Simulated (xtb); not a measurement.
C₅H₈O₂, charge -1, doublet, geometry from GFN2-xTB (a state made from the parent by changing its charge; the spin is typed, not shown lowest); GFN2-xTB with ALPB(water) (xtb 6.7.1).

The xtb input:
```
$ xtb mol.xyz --gfn 2 --chrg -1 --uhf 1 --alpb water --json

# file mol.xyz
15

C      2.63257487     0.01554614     0.27419668
C      1.16782289    -0.44807195     0.17520119
O      0.92078393    -1.69361780     0.29594480
C      0.24304468     0.58412701    -0.04328949
C     -1.13138225     0.48646963    -0.17590116
C     -1.91973971    -0.77115608    -0.11049289
O     -1.91932665     1.65881157    -0.39654464
H      2.95390530     0.51297195    -0.64588571
H      2.77073176     0.71865653     1.10111008
H      3.27346517    -0.84883088     0.44316284
H      0.66432513     1.58904443    -0.11743311
H     -2.65449811    -0.75081861     0.70431814
H     -2.47152176    -0.95628176    -1.04079690
H     -1.20883348    -1.57649715     0.05886382
H     -1.29315508     2.38871685    -0.41682642
```

It wrote (shortened):

```
   ID    Z sym.   atoms
    1    6 C      1, 2, 4-6
    2    8 O      3, 7
    3    1 H      8-15

           -------------------------------------------------
          |                Calculation Setup                |
           -------------------------------------------------

           -------------------------------------------------
          |                 G F N 2 - x T B                 |
           -------------------------------------------------

      * Solvation model:               ALPB
        Solvent                        water
        Parameter file                 internal GFN2-xTB/ALPB
        Dielectric constant                8.0200E+01
        Reference state                gsolv [1 M gas/solution]
        Free energy shift                  1.0808E-03 Eh       6.7819E-01 kcal/mol
        Temperature                        2.9815E+02 K
        Density                            1.0000E+00 kg/L
        Solvent mass                       1.8000E+01 g/mol
        Interaction kernel             P16
        Born radius scaling (c1)           1.4744E+00
        Born radii integrator          GBOBC
        Born offset                        0.0000E+00 a0       0.0000E+00 AA
        H-bond correction              true
        Ion screening                  false
        Surface tension                    1.0000E-05 Eh       1.5569E+01 dyn/cm
        Grid points                               230 per atom

          ...................................................
          :                      SETUP                      :
          :.................................................:
          :  # basis functions                  36          :
          :  # atomic orbitals                  36          :
          :  # shells                           22          :
          :  # electrons                        41          :
          :  max. iterations                   250          :
          :  Hamiltonian                  GFN2-xTB          :
          :  restarted?                      false          :
          :  GBSA solvation                   true          :
          :  PC potential                    false          :
          :  electronic temp.          300.0000000     K    :
          :  accuracy                    1.0000000          :
          :  -> integral cutoff          0.2500000E+02      :
          :  -> integral neglect         0.1000000E-07      :
          :  -> SCF convergence          0.1000000E-05 Eh   :
          :  -> wf. convergence          0.1000000E-03 e    :
          :  Broyden damping             0.4000000          :
          :  net charge                         -1          :
          :  unpaired electrons                  1          :
          ...................................................

 iter      E             dE          RMSdq      gap      omega  full diag
   1    -23.3567840 -0.233568E+02  0.411E+00    3.17       0.0  T
   2    -23.3994781 -0.426941E-01  0.202E+00    3.23       1.0  T
   3    -23.4000987 -0.620592E-03  0.796E-01    3.03       1.0  T
   4    -23.4009806 -0.881882E-03  0.415E-01    3.17       1.0  T
   5    -23.4019770 -0.996425E-03  0.117E-01    3.12       1.0  T
   6    -23.4020015 -0.244324E-04  0.650E-02    3.12       1.0  T
   7    -23.4020150 -0.135794E-04  0.226E-02    3.12       1.1  T
   8    -23.4020160 -0.961274E-06  0.851E-03    3.12       3.0  T
   9    -23.4020162 -0.195621E-06  0.353E-03    3.12       7.3  T
  10    -23.4020162 -0.222363E-07  0.116E-03    3.12      22.2  T
  11    -23.4020162 -0.136994E-08  0.408E-04    3.12      63.3  T
  12    -23.4020162 -0.640242E-09  0.136E-04    3.12     189.5  T

   *** convergence criteria satisfied after 12 iterations ***

         :::::::::::::::::::::::::::::::::::::::::::::::::::::
         ::                     SUMMARY                     ::
         :::::::::::::::::::::::::::::::::::::::::::::::::::::
         :: total energy             -23.145896201294 Eh    ::
         :: total w/o Gsasa/hb       -23.143363692627 Eh    ::
         :: gradient norm              0.035741092445 Eh/a0 ::
         :: HOMO-LUMO gap              3.118980371392 eV    ::
         ::.................................................::
         :: SCC energy               -23.402001085479 Eh    ::
         :: -> isotropic ES            0.211010444894 Eh    ::
         :: -> anisotropic ES          0.009725136591 Eh    ::
         :: -> anisotropic XC          0.003608389464 Eh    ::
         :: -> dispersion             -0.009771463501 Eh    ::
         :: -> Gsolv                  -0.101962552166 Eh    ::
         ::    -> Gelec               -0.099430043498 Eh    ::
         ::    -> Gsasa                0.002267984828 Eh    ::
         ::    -> Ghb                 -0.005881253193 Eh    ::
         ::    -> Gshift               0.001080759698 Eh    ::
         :: repulsion energy           0.256104884185 Eh    ::
         :: add. restraining           0.000000000000 Eh    ::
         :: total charge              -1.000000000000 e     ::
         :::::::::::::::::::::::::::::::::::::::::::::::::::::

           -------------------------------------------------
          |                Property Printout                |
           -------------------------------------------------

    * Orbital Energies and Occupations

         #    Occupation            Energy/Eh            Energy/eV
      -------------------------------------------------------------
         1        2.0000           -0.6680079             -18.1774
       ...           ...                  ...                  ...
         9        2.0000           -0.4890328             -13.3073
        10        2.0000           -0.4783864             -13.0176
        11        2.0000           -0.4692467             -12.7689
        12        2.0000           -0.4604153             -12.5285
        13        2.0000           -0.4494908             -12.2313
        14        2.0000           -0.4411533             -12.0044
        15        2.0000           -0.4369809             -11.8909
        16        2.0000           -0.4218069             -11.4780
        17        2.0000           -0.4152367             -11.2992
        18        2.0000           -0.4089878             -11.1291
        19        2.0000           -0.3387168              -9.2170
        20        2.0000           -0.3265804              -8.8867
        21        1.0000           -0.2148659              -5.8468 (HOMO)
        22                         -0.1002455              -2.7278 (LUMO)
        23                          0.0613742               1.6701
        24                          0.1183645               3.2209
        25                          0.1452614               3.9528
        26                          0.1785241               4.8579
        27                          0.1968639               5.3569
        28                          0.1977548               5.3812
        29                          0.2215935               6.0299
        30                          0.2251395               6.1264
        31                          0.2307546               6.2792
        32                          0.2502993               6.8110
       ...                                ...                  ...
        36                          0.6625218              18.0281
      -------------------------------------------------------------
                  HL-Gap            0.1146204 Eh            3.1190 eV
             Fermi-level           -0.2141394 Eh           -5.8270 eV

     #   Z          covCN         q      C6AA      α(0)
     1   6 C        3.752    -0.109    22.638     6.785
     2   6 C        2.812     0.124    25.272     8.237
     3   8 O        0.856    -0.704    28.808     7.196
     4   6 C        2.893    -0.148    31.816     9.248
     5   6 C        2.810     0.042    27.044     8.520
     6   6 C        3.752    -0.098    22.427     6.754
     7   8 O        1.654    -0.525    23.437     6.535
     8   1 H        0.924     0.010     2.885     2.656
     9   1 H        0.924     0.010     2.885     2.656
    10   1 H        0.925     0.013     2.846     2.638
    11   1 H        0.924    -0.029     3.609     2.971
    12   1 H        0.924     0.020     2.729     2.583
    13   1 H        0.924     0.020     2.729     2.583
    14   1 H        0.925     0.043     2.412     2.429
    15   1 H        0.805     0.329     0.639     1.255

 Mol. C6AA /au·bohr⁶  :       2310.404145
 Mol. C8AA /au·bohr⁸  :      50876.554824
 Mol. α(0) /au        :         73.046591

Wiberg/Mayer (AO) data.
largest (>0.10) Wiberg bond orders for each atom

 ---------------------------------------------------------------------------
     #   Z sym  total        # sym  WBO       # sym  WBO       # sym  WBO
 ---------------------------------------------------------------------------
     1   6 C    3.992 --    10 H    0.991     9 H    0.981     8 H    0.981
                             2 C    0.969
     2   6 C    3.879 --     3 O    1.406     4 C    1.326     1 C    0.969
                             5 C    0.136
     3   8 O    1.695 --     2 C    1.406     4 C    0.104
     4   6 C    3.945 --     5 C    1.449     2 C    1.326    11 H    0.962
                             3 O    0.104
     5   6 C    3.715 --     4 C    1.449     6 C    1.034     7 O    0.987
                             2 C    0.136
     6   6 C    3.998 --     5 C    1.034    14 H    0.974    13 H    0.972
                            12 H    0.972
     7   8 O    1.973 --     5 C    0.987    15 H    0.873
     8   1 H    1.000 --     1 C    0.981
     9   1 H    1.000 --     1 C    0.981
    10   1 H    1.000 --     1 C    0.991
    11   1 H    0.999 --     4 C    0.962
    12   1 H    0.999 --     6 C    0.972
    13   1 H    0.999 --     6 C    0.972
    14   1 H    0.998 --     6 C    0.974
    15   1 H    0.892 --     7 O    0.873
 ---------------------------------------------------------------------------

Topologies differ in total number of bonds
Writing topology from bond orders to xtbtopo.mol

molecular dipole:
                 x           y           z       tot (Debye)
 q only:       -0.336       1.727      -0.238
   full:       -0.075       1.967      -0.239       5.040
molecular quadrupole (traceless):
                xx          xy          yy          xz          yz          zz
 q only:       -5.171       8.751      -1.529      -2.325       1.942       6.699
  q+dip:       -4.339       9.940      -2.120      -2.355       2.111       6.459
   full:       -4.975      10.046      -1.808      -2.469       2.125       6.783

           -------------------------------------------------
          | TOTAL ENERGY              -23.145896201294 Eh   |
          | GRADIENT NORM               0.035741092445 Eh/α |
          | HOMO-LUMO GAP               3.118980371392 eV   |
           -------------------------------------------------

normal termination of xtb
```
